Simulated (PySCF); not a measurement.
Gas-phase reaction: 2 SnF3 + H2 → 2 SnHF3

Energies from PySCF, thermal terms from the rigid-rotor harmonic-oscillator model, ideal gas at 1 bar. † marks an energy on the PBE0/def2-TZVP geometry and frequencies; other levels use their own. MP2 and CCSD(T) freeze the core. Open shells (unrestricted): SnF3 (multiplicity 2); the rest are closed-shell singlets. Sn: scalar-relativistic def2 core potential, no spin-orbit coupling. SnF3, SnHF3: computed as isolated molecules; such fragments, hydroxides, amides, oligomers or adducts are transient or little studied in the gas. MP2 isn't extrapolated to the basis-set limit; its ΔH°(298 K) is -190.1 kJ in def2-SVP and -192.3 kJ in def2-TZVPP. CCSD(T) isn't extrapolated to the basis-set limit; its ΔH°(298 K) is -193.5 kJ in def2-SVP and -195.5 kJ in def2-TZVPP. The harmonic model lacks anharmonicity and excited electronic states, which grow with temperature; levels with a mode under 35 cm⁻¹ are left out.

ΔH° and ΔS° at 298 K: CCSD(T)/def2-SVP† -194 kJ, -138 J/K; CCSD(T)/def2-TZVPP† -195 kJ, -138 J/K; HF/def2-TZVP† -151 kJ, -138 J/K; MP2/def2-SVP† -190 kJ, -138 J/K; PBE/def2-SVP -136 kJ, -140 J/K.

Problem. With the heat capacities included, give log10 K (1 bar) at 1200, 1600, 1800, 2000, 2500 K from CCSD(T)/def2-SVP†, CCSD(T)/def2-TZVPP†, HF/def2-TZVP†, MP2/def2-SVP†, PBE/def2-SVP.

Solution. 
| T (K) | CCSD(T)/def2-SVP† | CCSD(T)/def2-TZVPP† | HF/def2-TZVP† | MP2/def2-SVP† | PBE/def2-SVP |
|---|---|---|---|---|---|
| 1200 | 1.2 | 1.3 | -0.7 | 1.0 | -1.5 |
| 1600 | -0.9 | -0.8 | -2.3 | -1.0 | -2.9 |
| 1800 | -1.5 | -1.5 | -2.8 | -1.6 | -3.3 |
| 2000 | -2.0 | -2.0 | -3.2 | -2.1 | -3.7 |
| 2500 | -3.0 | -2.9 | -3.9 | -3.0 | -4.3 |
